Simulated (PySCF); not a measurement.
An unknown gives this computed stick spectrum. Level of theory: PySCF, TDDFT B3LYP/def2-SVPD, vertical, gas phase, core orbitals frozen in the response. Geometries: GFN2-xTB, one conformer each.

| state | E (eV) | f |
| --- | --- | --- |
| S1 | 5.84 | 0.021 |
| S2 | 6.33 | 0.010 |
| S3 | 6.48 | 0.016 |
| S4 | 6.73 | 0.045 |
| S5 | 6.86 | 0.0029 |
| S6 | 6.90 | 0.039 |
| S7 | 6.91 | 0.0067 |
| S8 | 7.00 | 0.057 |

Triplets computed (Tamm–Dancoff): 5.35, 5.75, 6.17 eV.

Task: Which candidate is it? All have the formula CH11PSi3.
A. `C([SiH2]P)[SiH2][SiH3]`
B. `C[SiH2]P([SiH3])[SiH3]`
C. `C[SiH2][Si@H]([SiH3])P`

Result: A. Its S1, at 5.84 eV, is the highest among the candidates; the nearest of the others has S1 at 5.53 eV. S1 is HOMO→LUMO (95%). Löwdin shares by element: HOMO phosphorus 62%, silicon 14% or more, hydrogen 13% or more; LUMO silicon 43%, phosphorus 12% (atoms not listed hold the other 46%). At the same level the other candidates give, for their lowest levels:
- `C[SiH2][Si@H]([SiH3])P`: 5.30 eV (f 0.013); 5.67 eV (f 0.069); 6.03 eV (f 0.009); 6.11 eV (f 0.076); 6.34 eV (f 0.010); T1 4.91 eV; HOMO -6.93, LUMO -0.82 eV
- `C[SiH2]P([SiH3])[SiH3]`: 5.53 eV (f 0.011); 5.68 eV (f 0.029); 5.77 eV (f 0.001); 6.07 eV (f 0.061); 6.14 eV (f 0.054); T1 5.20 eV; HOMO -6.74, LUMO -0.27 eV

Shape of the structure used: `[SiH3:1][SiH2:2][CH2:3][SiH2:4][PH2:5]`: Si1–Si2–C3–Si4 86°, Si2–C3–Si4–P5 -51°, H–P5–Si4–C3 -164°, H–P5–Si4–C3 -71°.
